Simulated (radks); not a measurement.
The numbers below are computed, except where a source is named.
Spherical quantum dot in the effective-mass picture: electrons in a well V = -V0 / (1 + exp((r - R)/a)) with V0 = 8.53, R = 4.56, a = 0.29, with a point charge +2 (a donor) at the centre, all in effective atomic units (hartree* = m*/eps^2 hartree, bohr* = eps/m* bohr), one dielectric constant everywhere. Level of theory: non-relativistic Kohn-Sham, r2SCAN, spin-polarised, spherical densities, generalised Kohn-Sham scheme (a radial shooting solver with Libxc functionals). Levels are named by radial order and angular momentum (1s, 1p, 1d, 2s, ...), and open shells are averaged over m. Results are scaled to m* = 0.057 and eps = 14.3, for which hartree* = 7.585 meV and bohr* = 13.28 nm.

N = 3, configuration 1s2 1p(up 1, down 0). This is the lowest configuration that the search found. Occupied and some empty levels:

level    occupation  eigenvalue (meV)  <r> (nm)
1s up             1           -66.305     13.24
1s down           1           -66.178     12.53
1p up             1           -59.888     32.42
2s up             0           -59.669     32.32
1p down           0           -58.809     30.63
2s down           0           -58.514     31.35
1d up             0           -56.721     36.88
1d down           0           -55.191     35.60
1f up             0           -53.166     39.70
1f down           0           -51.218     38.67

Energy (meV): total -212.235, kinetic 24.691, external -250.53, Hartree 23.155, exchange-correlation -9.5474.

Electron density:

r (nm)  n(r) (e/nm^3)
2.09        0.0008094
5.58        0.0002994
9.07        0.0001192
12.6       0.00005160
16.1       0.00002475
19.5       0.00001351
23.0        8.484e-06
26.5        5.958e-06
30.0        4.440e-06
33.5        3.333e-06
37.0        2.407e-06
40.5        1.617e-06
44.0        9.775e-07
